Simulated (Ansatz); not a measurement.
Ansatz (a program for electronic structure) input:
A basis named .json is the Basis Set Exchange file of that set.

Ansatz 0.2 input:
```yaml
crystal:
  periodic: [false, false, false]
  atoms:
    - {symbol: Si, position_ang: [-1.11434602, -0.28224919, -0.62826060]}
    - {symbol: C, position_ang: [-1.23903924, 1.66816211, -0.55430846]}
    - {symbol: C, position_ang: [-1.40732697, -0.57357463, 1.28703304]}
    - {symbol: O, position_ang: [0.66191198, -0.40217060, -0.64180422]}
    - {symbol: Si, position_ang: [1.94105509, -0.22625074, 0.30355590]}
    - {symbol: H, position_ang: [-2.27856843, 1.96839826, -0.37064967]}
    - {symbol: H, position_ang: [-0.93592120, 2.11895149, -1.50546693]}
    - {symbol: H, position_ang: [-0.61716515, 2.10292784, 0.24090079]}
    - {symbol: H, position_ang: [-1.20759565, -1.61251274, 1.57073924]}
    - {symbol: H, position_ang: [-0.78871987, 0.07667366, 1.92349262]}
    - {symbol: H, position_ang: [-2.45765205, -0.36984279, 1.53046026]}
    - {symbol: H, position_ang: [3.19947542, -0.26839121, -0.50555539]}
    - {symbol: H, position_ang: [2.09046348, -1.30496512, 1.33004363]}
    - {symbol: H, position_ang: [2.00465798, 1.05759975, 1.06998753]}
basis:
  gaussian:
    orbitals: aug-cc-pV_D+d_Z.json
total_charge: -1
magnetization: {spin_polarized: false}
correlation: {method: ccsd_t, electrons: outside_noble_gas}
output: {forces: true}
```

Task: Which total energy does the run end on?

Result: -734.62401 Eh (CCSD(T)/aug-cc-pV(D+d)Z). The basis has 214 functions.

It need not be the lowest isomer of its formula. Whether it binds its extra electron was not tested at this geometry.
